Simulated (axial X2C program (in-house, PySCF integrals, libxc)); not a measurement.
Curves of NiNC⁺ from open-shell CI on d7 s1

Calculated with an axial X2C code built on PySCF integrals: two-component X2C with atomic mean-field Coulomb and Gaunt terms, basis Ni dyall-v3z, N dyall-v3z, C dyall-v3z (cores contracted in-house). Orbitals come from Hartree–Fock averaged over the configuration Ni d7 s1; CI then distributes these electrons over the d, s shells of Ni.

Scan along the Ni–N bond with NC moving as one mass, its bond held at 1.170 Å; masses Ni 57.935 u, N 14.003 u, C 12.000 u. Energies in cm⁻¹ from the lowest point; levels are followed by energy order within each Ω. Lowest level at 1.774 Å: 97% d8.

| R (Å) | (1)Ω=3 | (1)Ω=2 | (1)Ω=1 | (1)Ω=4 | (2)Ω=3 | (2)Ω=2 | (1)Ω=0 |
| --- | --- | --- | --- | --- | --- | --- | --- |
| 1.650 | 2398 | 2802 | 3405 | 3460 | 4554 | 5387 | 6048 |
| 1.712 | 620 | 1011 | 1606 | 1984 | 3075 | 3910 | 4253 |
| 1.774 | 0 | 378 | 970 | 1556 | 2654 | 3483 | 3557 |
| 1.845 | 365 | 727 | 1319 | 2008 | 3125 | 3935 | 3775 |
| 1.916 | 1578 | 1923 | 2519 | 3171 | 4323 | 5102 | 4783 |
| 1.996 | 3688 | 4009 | 4614 | 5068 | 6286 | 7034 | 6596 |
| 2.093 | 6966 | 7256 | 7882 | 7857 | 9242 | 9939 | 9387 |

**Question.** Fit the curves (1)Ω=3, (1)Ω=2, (1)Ω=1, (1)Ω=4, (2)Ω=3, (2)Ω=2, (1)Ω=0 near their minima.

**Answer.** From the open-shell CI curves, Te from the lowest:

```csv
level,Te (cm⁻¹),Re (Å),ωe (cm⁻¹)
(1)Ω=3,0,1.784,641.0
(1)Ω=2,376,1.785,639.4
(1)Ω=1,967,1.785,640.4
(1)Ω=4,1568,1.774,612.4
(2)Ω=3,2664,1.773,618.0
(2)Ω=2,3495,1.774,610.9
(1)Ω=0,3533,1.793,610.0
```

Without dynamic correlation distances can be off by several hundredths of an Å (long for ionic bonds, short for multiple bonds) and the wavenumbers are rough.

The 7 lowest curves are shown; the next is (2)Ω=1, from 3836 cm⁻¹.

There is no dynamic correlation: spin–orbit spacings and, for f shells, spacings inside one term are the most reliable numbers, splittings between terms come out too wide, and energies between configurations are not reliable, so the lowest level need not be the ground state of the molecule. The lowest levels belong to d8, not to the averaged configuration, so orbitals and distance suit them less well. For d shells the ligand-field splittings (σ, π, δ) and their order can be off by a thousand cm⁻¹ or more. At most 4 roots were kept for each Ω > 0 (twice that for Ω = 0) within 3.2 eV of the lowest, so higher up levels can be missing between those listed; levels with Ω > 0 are doubly degenerate and listed once, Ω = 0 levels singly. The molecule was held linear; bending was not examined.
